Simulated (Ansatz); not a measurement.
`BS[SiH2]OC` and `CO[SiH2][S][GeH3]` differ in one atom or group.

Ansatz, PBE0-D4/def2-TZVP geometries, multiplicity 1. Each molecule was computed in one conformer, which needn't be the lowest.

Scalar relativity is left out up to krypton.

```json
{"property": "HOMO–LUMO gap (ωB97M-V/def2-TZVPP) / eV", "`BS[SiH2]OC`": "10.83"}
{"property": "HOMO–LUMO gap (PBE/def2-TZVPP) / eV", "`BS[SiH2]OC`": "4.39"}
{"property": "HOMO energy (PBE/def2-TZVPP) / eV", "`BS[SiH2]OC`": "-6.85"}
{"property": "HOMO–LUMO gap (PBE0/def2-TZVPP) / eV", "`BS[SiH2]OC`": "6.69"}
{"property": "LUMO energy (B3LYP/def2-TZVPP) / eV", "`BS[SiH2]OC`": "-1.69"}
{"property": "HOMO energy (B3LYP/def2-TZVPP) / eV", "`BS[SiH2]OC`": "-7.99"}
```

Problem. What does the change do to each property? (An estimate is asked.)

Solution. The calculation gave: 
```json
{"property": "HOMO–LUMO gap (ωB97M-V/def2-TZVPP) / eV", "`CO[SiH2][S][GeH3]`": "11.20", "shift": "0.37"}
{"property": "HOMO–LUMO gap (PBE/def2-TZVPP) / eV", "`CO[SiH2][S][GeH3]`": "5.15", "shift": "0.76"}
{"property": "HOMO energy (PBE/def2-TZVPP) / eV", "`CO[SiH2][S][GeH3]`": "-6.20", "shift": "0.65"}
{"property": "HOMO–LUMO gap (PBE0/def2-TZVPP) / eV", "`CO[SiH2][S][GeH3]`": "7.24", "shift": "0.55"}
{"property": "LUMO energy (B3LYP/def2-TZVPP) / eV", "`CO[SiH2][S][GeH3]`": "-0.40", "shift": "1.29"}
{"property": "HOMO energy (B3LYP/def2-TZVPP) / eV", "`CO[SiH2][S][GeH3]`": "-7.13", "shift": "0.86"}
```

With PBE0 the HOMO rises by 0.82 eV and the LUMO rises by 1.36 eV, so the gap widens by about 0.54 eV. PBE moves the HOMO by 0.65 eV and ωB97M-V by 0.86 eV.

Positive LUMOs are unbound, so they and the gaps depend on the basis.

B3LYP here is the variant with VWN-RPA as its local correlation; programs differ in this.
